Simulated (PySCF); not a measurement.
Computed Raman spectrum (relative Raman activity) of a molecule C₃H₉AlO. Geometry: PBE0-D3(BJ)/def2-SVP. The values are those of a single conformer. Calculation: PBE0-D3(BJ)/def2-SVP (PySCF). Frequencies are harmonic and unscaled.

Lines under 2 % of the strongest are left out, and lines within 2 cm⁻¹ are merged.

ν (cm⁻¹): 571 (w), 654 (w), 710 (vw), 784 (vw), 965 (vw), 1111 (vw), 1238 (vw), 1315 (w), 1418 (vw), 1421 (w), 1423 (w), 1452 (w), 1470 (m), 1501 (w), 1925 (s), 2997 (s), 3046 (vs), 3052 (vs), 3054 (s), 3138 (s), 3151 (m), 3159 (m), 3164 (s) (against the strongest line: vs over 80 %, s over 45 %, m over 15 %, w over 4 %, vw less)

Which molecule gave these data?
A) C[CH2][Al]([CH3])[OH]
B) CC[CH2][AlH][OH]
C) CC[O][AlH][CH3]
D) C[O][Al]([CH3])[CH3]

C, CC[O][AlH][CH3]
